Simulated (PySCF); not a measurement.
## Ta (tantalum, neutral) across methods

[Xe] 4f14 5d3 6s2, high-spin 4F determinant. All numbers are calculated (PySCF 2.14, scalar relativity by spin-free X2C-1e, in x2c-TZVPPall (11s7p7d3f1g, 97 functions)). The B2PLYP total includes its PT2 part (frozen core); its orbital energies are those of the SCF part.

| method | E (hartree) | mean ε 6s α (eV) | mean ε 6s β (eV) | mean ε 5d α (eV) | Σ⟨r²⟩ (bohr²) | ⟨S²⟩ |
| --- | --- | --- | --- | --- | --- | --- |
| PW91 | -15606.81 | -5.881 | -4.758 | -4.434 | 71.01 | 3.756 |
| B2PLYP | -15603.92 | -6.805 | -5.674 | -6.651 | 71.54 | 3.760 |
| PBE | -15605.21 | -5.814 | -4.711 | -4.375 | 71.05 | 3.756 |
| r2SCAN | -15605.32 | -6.012 | -4.760 | -4.820 | 71.09 | 3.771 |
| UHF | -15600.00465 | -7.755 | -5.963 | -8.942 | 73.09 | 3.779 |
| LDA | -15595.12 | -5.994 | -4.968 | -4.411 | 70.62 | 3.755 |
| revPBE | -15605.64 | -5.769 | -4.623 | -4.383 | 71.20 | 3.757 |
| PBE0 | -15604.98 | -6.437 | -5.264 | -5.596 | 70.93 | 3.758 |

Spin-orbit coupling, absent here, splits the open shell strongly.
